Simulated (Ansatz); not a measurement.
Results of the Gaussian-basis code of Ansatz.

Basis-set series for CH8OSSi2 (`CO[SiH]([SiH3])S`). Total charge 0; spin multiplicity 1. Geometry: relaxed with PBE0-D4/def2-TZVP. It is one conformer, not always the lowest.

```tsv
functional	basis	functions	energy (Eh)	HOMO (eV)	LUMO (eV)
PBE0-D4	def2-SVP	122	-1094.46798	-7.42	0.27
PBE0-D4	def2-TZVPP	300	-1094.95263	-7.52	-0.08
ωB97M-V	def2-SVP	122	-1094.84478	-9.51	2.18
ωB97M-V	def2-TZVPP	300	-1095.33523	-9.65	1.67
```

Q: Give the rows for def2-QZVPP. (An estimate is asked.)

A: The calculation gave: 
| functional | basis | functions | energy (Eh) | HOMO (eV) | LUMO (eV) |
| --- | --- | --- | --- | --- | --- |
| PBE0-D4 | def2-QZVPP | 564 | -1094.99124 | -7.55 | -0.19 |
| ωB97M-V | def2-QZVPP | 564 | -1095.37186 | -9.67 | 1.34 |

Positive LUMOs are unbound and depend on the basis.
